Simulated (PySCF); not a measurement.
Compound: Au(AsH3)Cl (singlet state).
Bonds: Au1–As2, Au1–Cl6. Hydrogens: H3, H4, H5 on As2.

Computed with PBE0-D3(BJ)/def2-SVP geometry optimisation, gas phase, def2 core potentials past Kr (PySCF).

Question: Give the optimised bond lengths and angles.

Answer: 
| bond | length (Å) |
| --- | --- |
| Au1–As2 | 2.360 |
| Au1–Cl6 | 2.274 |
| As2–H3, As2–H4, As2–H5 | 1.507 |

Bonds in one row agree within 0.01 Å and their mean is given. A selection of angles:
| angle | degrees |
| --- | --- |
| As2–Au1–Cl6 | 179.8 |
| Au1–As2–H3 | 118.6 |
| Au1–As2–H4 | 118.3 |
| H3–As2–H4 | 99.2 |

Au1 (gold bonded to As and Cl) is linear (angle 179.8°). As2 (arsenic bonded to Au and 3 H) is distorted tetrahedral (angles from 99.2° to 118.6°).

Point group: C3v (every atom within 0.08 Å of its image). Not checked by PBE0-D3(BJ)/def2-SVP frequencies.

Time: 22 s of wall time. Hardware: one thread of an x86-64 server, no GPU (shared host). This is the geometry optimisation.
